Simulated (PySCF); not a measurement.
Cartesian coordinates in Å; atom numbers follow the order of the lines, from 1:
```xyz
6

V     0.1711    0.3020    0.3000
O     0.1292    0.2886    1.9500
O     1.7178    0.2628   -0.2841
O    -0.6565    1.5844   -0.3394
O    -0.7159   -1.3053   -0.3400
H    -0.6456   -1.1325   -1.2865
```

Total charge -2.

Geometry: PBE0-D3(BJ)/def2-SVP; GIAO shifts from PySCF, gas phase, non-relativistic, averaged over equivalent atoms.

At PBE0/pcSseg-1 (pcSseg-2 on V) (146 basis functions, 13 s wall time on 1 thread of an Arm Neoverse V1, shared host):
```json
{"atoms": "V1", "δ (ppm)": "-595.6"}
{"atoms": "O2/O3/O4", "δ (ppm)": "852.3"}
{"atoms": "O5", "δ (ppm)": "52.9"}
{"atoms": "H6", "δ (ppm)": "-1.07"}
```

Referencing at the same level of theory: ⁵¹V (-2087.14 ppm) vs VOCl3; H2O for ¹⁷O (334.56 ppm); ¹H (31.27 ppm) vs TMS.

What do these become at B3LYP/pcSseg-1 (pcSseg-2 on V)?

## Answers


```tsv
atoms	δ at B3LYP/pcSseg-1 (pcSseg-2 on V)	change
V1	-594.7	+0.9
O2/O3/O4	862.8	+10.5
O5	57.5	+4.6
H6	-0.93	+0.14
```

δ = σ(ref) − σ, references computed at the same level: ⁵¹V (σ = -2098.95 ppm) against VOCl3; ¹⁷O (σ = 334.04 ppm) vs H2O; ¹H (σ = 31.38 ppm) vs TMS.

The largest change is at O2/O3/O4 (oxygen bonded to V). Cost: 146 basis functions, 11 s wall time on 1 thread of an Arm Neoverse V1, shared host.

The averaged O atoms aren't alike in the static structure (σ from -539 to -507 ppm); the average presumes fast exchange among these sites. Unscaled 17O shifts of doubly bonded oxygen tend to come out too high, by tens of ppm or more. Experimental scales use liquid or dissolved standards, which lie at an offset from isolated H2O (liquid H2O: subtract about 36 ppm).
